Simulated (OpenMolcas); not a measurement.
Ta3+: ligand-field states by method

Ta3+ with 4 ligands (chloride) in tetrahedral coordination (Td) at 2.35 Å. A charge of +0.25 e stands 3.2 Å behind each ligand. Ligand basis ANO-RCC-VDZP.

| Quantity | Value |
| --- | --- |
| Program | OpenMolcas |
| Basis | ANO-RCC-VTZP [8s7p5d3f2g1h] |
| Scalar Hamiltonian | DKH2, point nucleus |
| Active space | 2 electrons in 5 orbitals (5d) |
| State averaging | 2S+1 = 3 even, 10 roots; 2S+1 = 1 even, 15 roots |
| Spin-orbit coupling | state interaction with AMFI integrals over the reference wave functions |

I. CASSCF
II. SS-CASPT2, IPEA 0.25 Eh, imaginary shift 0.1 Eh (the 47 lowest orbitals frozen, all others correlated)

Spin-free states (labels of Td) in cm-1, each column counted from its own energy of the first state listed:

```json
{"State": "3A2", "Degeneracy": "1", "I": "0", "II": "0"}
{"State": "3T2", "Degeneracy": "3", "I": "7707", "II": "7450"}
{"State": "1E", "Degeneracy": "2", "I": "8843", "II": "6140"}
{"State": "3T1", "Degeneracy": "3", "I": "12063", "II": "11110"}
{"State": "1A1", "Degeneracy": "1", "I": "14984", "II": "11860"}
{"State": "1T2", "Degeneracy": "3", "I": "16413", "II": "13290"}
{"State": "1T1", "Degeneracy": "3", "I": "17644", "II": "14990"}
{"State": "3T1", "Degeneracy": "3", "I": "18074", "II": "16910"}
{"State": "1E", "Degeneracy": "2", "I": "22116", "II": "20130"}
{"State": "1T2", "Degeneracy": "3", "I": "25611", "II": "22380"}
{"State": "1A1", "Degeneracy": "1", "I": "37940", "II": "29890"}
```

From I to II, I's first state of the same spin (3T2) moves from 7707 to 7450 cm-1, by about -260 cm-1.

From I to II, I's first state of another spin (1E) moves from 8843 to 6140 cm-1, by about -2700 cm-1.

χT at 300 K: I 0.43, II 0.41 cm3 K/mol.

The states above are spin-free; spin-orbit coupling is strong here and shifts and splits them by thousands of cm-1.

Roots that are degenerate in the reference are averaged as groups; the widest CASPT2 spread within a group is 420 cm-1 (the 3-fold group of multiplicity 1 near 15000 cm-1 above the lowest state of its run, II). Shifts and gaps below about the spread of the groups concerned are not significant. Over all roots computed the reference weight is 0.72 to 0.74 in II; a low but even weight reflects the number of correlated electrons. The least metal-like active orbital is 73 % on the metal (Löwdin) and no ligand orbital is active, so the numbers are rough. Ligand-to-metal charge-transfer states are missing. With no ligand orbital active B as a rule stays too high, so bands that hang on it stand too high and its fall with covalency is understated. Without dynamic correlation the repulsion within the d shell is too large (B by tens of per cent), so at a given field states of lower spin stand too high (holds for I). With metal d orbitals alone the field can be off either way by tens of per cent (holds for I). These CASPT2 states fit no ligand-field parameters well, so their order and spin gaps are uncertain (holds for II). With one d shell and no ligand orbital active, 10Dq can be off by a tenth or more (holds for II). No measured value stands beside these numbers; the geometry was imposed, not optimised, and the real ion may take another.
